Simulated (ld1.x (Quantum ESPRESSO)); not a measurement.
Au (Z = 79), PAW: configuration errors across variants

- Element: Au
- Generator: ld1.x (Quantum ESPRESSO) 7.5
- Type: PAW
- Functional: PBE
- Relativity: scalar-relativistic
- Frozen core: [Xe] 4f14
- Valence charge: 11
- Reference configuration: 5d9 6s0 6p0 (charge +2)
- Partial waves: 6s (bound, empty): rcut 1.90, rcutus 2.00 bohr; 6s channel at 0.15 Ry: rcut 1.90, rcutus 2.00 bohr; 6p (bound, empty): rcut 2.05, rcutus 2.80 bohr; 6p channel at -0.7 Ry: rcut 2.05, rcutus 2.80 bohr; 5d (bound): rcut 2.00, rcutus 2.40 bohr; 5d channel at 2.95 Ry: rcut 2.00, rcutus 2.40 bohr
- Local potential: all-electron potential smoothed inside 1.75 bohr (lloc = -1)
- Core correction: Bessel-smoothed model core inside 1.00 bohr
- Augmentation charge: BESSEL, radius 1.70 bohr

All-electron excitation energies from the reference (eV): (1) 5d10 6s1 6p0 -30.617; (2) 5d10 6s0 6p0 -21.208; (3) 5d8 6s0 6p0 33.877; (4) 5d9 6s2 6p0 -28.924; (5) 5d7 6s0 6p0 81.589; (6) 5d9 6s1 6p1 -23.120; (7) 5d10 6s0 6p1 -25.368.

The overlap operator is not positive definite (basis up to 400 Ry) in “waves 6s (bound): rcut 1.66, rcutus 1.76 bohr; 6s channel at 0.15 Ry: rcut 1.66, rcutus 1.76 bohr”, “waves 6p (bound): rcut 2.05, rcutus 4.28 bohr; 6p channel at -0.7 Ry: rcut 2.05, rcutus 4.28 bohr”. Such files are unfit for use, however small their errors in these radial tests.

Tests that are not counted but printed errors over 1 eV. “waves 6s (bound): rcut 1.66, rcutus 1.76 bohr; 6s channel at 0.15 Ry: rcut 1.66, rcutus 1.76 bohr”: 5d10 6s1 6p0 (solver errors, printed error -3.7 eV); 5d9 6s2 6p0 (solver errors, printed error -15.6 eV). “waves 6p (bound): rcut 2.05, rcutus 4.28 bohr; 6p channel at -0.7 Ry: rcut 2.05, rcutus 4.28 bohr”: 5d9 6s1 6p1 (solver errors, printed error -799 eV); 5d10 6s0 6p1 (solver errors, printed error -2.4 eV).

4 further variants failed, have other tests or another functional or relativity, and are left out.

A true bound ghost makes a file unfit for plane-wave use even where its test errors are small: the radial tests pick states by their node count and pass the ghost by. Where a test does run into it, the solver fails or the error is huge.

Errors AE − PS in meV (a dash: test not solved or not reliable):

```tsv
change	(1)	(2)	(3)	(4)	(5)	(6)	(7)	bound ghosts
base	-8.9	-21	-67	+5.2	-349	+6.0	-13	s
local potential all-electron potential smoothed inside 1.82 bohr (lloc = -1)	-8.5	-21	-67	+4.7	-348	+5.6	-12	s
waves 5d (bound): rcut 2.00, rcutus 2.52 bohr; 5d channel at 2.95 Ry: rcut 2.00, rcutus 2.52 bohr	-6.5	-20	-65	+5.8	-341	+6.8	-10	s
wave 6p channel at -0.7 Ry: rcut 2.05, rcutus 2.80 bohr becomes 6p channel at 0.03 Ry: rcut 2.05, rcutus 2.80 bohr	-8.9	-21	-67	+5.2	-349	+6.4	-12	s
waves 6s (bound): rcut 1.66, rcutus 1.76 bohr; 6s channel at 0.15 Ry: rcut 1.66, rcutus 1.76 bohr	–	-21	-67	–	-349	–	–	not determined (overlap not positive)
all radii but the core radius scaled by about 1.20 (s 2.40, p 3.36, d 2.88 bohr, rcut 2.28/2.46/2.40); local potential all-electron potential smoothed inside 2.10 bohr (lloc = -1); augmentation BESSEL, radius 2.04 bohr	–	–	–	–	–	–	–	none
type ultrasoft; local potential all-electron potential smoothed inside 2.50 bohr (lloc = -1); augmentation PSQ, inside the norm-conserving radii	-114	-62	-76	-49	-313	–	–	none
waves 6p (bound): rcut 2.05, rcutus 4.28 bohr; 6p channel at -0.7 Ry: rcut 2.05, rcutus 4.28 bohr	-8.9	-21	-67	+5.2	-349	–	–	s (p not tested, overlap not positive)
```

**Question.** Give the same row for: core correction Bessel-smoothed model core inside 1.90 bohr.

**Answer.** -9.0, -21, -67, +5.0, -349, +5.9, -13; bound ghosts: s.
